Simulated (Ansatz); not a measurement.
Input file for Ansatz (a quantum-chemistry and plane-wave program): U-PBE/def2-TZVPP on CdH2 (SMILES [CdH2]), a point of a bond scan (R = 2.270 Å). Elements past Kr take the def2 small-core potentials; no spin–orbit coupling.

Ansatz 0.2 input:
```yaml
crystal:
  periodic: [false, false, false]
  atoms:
    - {symbol: Cd, position_ang: [0.00000000, 0.00000000, 0.00000000]}
    - {symbol: H, position_ang: [0.00000000, 0.00000000, 2.26957696]}
    - {symbol: H, position_ang: [-0.00000000, -0.00000000, -1.68116812]}
basis:
  gaussian:
    orbitals: def2-TZVPP
hamiltonian:
  xc: {name: PBE}
magnetization: {spin_polarized: true, initial_magnetization: 0}
```

Program output:

```
WARN ansatz: RAYON_NUM_THREADS=1 ignored (pool sized by the plan → 1); use --threads N
Functional definition: PBE
integrals: 0.01 GiB planned
500 factors; their error is unknown
mean field: 0.20 GiB planned
mean field evaluation 1: about -4593.6088 eV, gradient 1.9e1 eV
mean field evaluation 2: about -4590.9521 eV, gradient 3.1e1 eV
mean field evaluation 4: about -4595.7863 eV, gradient 2.0e0 eV
mean field evaluation 8: about -4595.8139 eV, gradient 1.1e-1 eV
mean field -4595.81396082 eV, -168.8930479054 hartree, gradient 2.7e-5 eV, S^2 0.000000; 0 other end points of the search recorded, 0 dependent functions left out
reference -4595.81399839 eV, -168.8930492863 hartree; 11, 11 occupied and 73, 73 virtual orbitals, 500 factors
Total energy: -4595.81399839 eV, -168.8930492863 hartree
```

The calculation finished and met its thresholds.

Cost: around 1.2 core-seconds (rough).
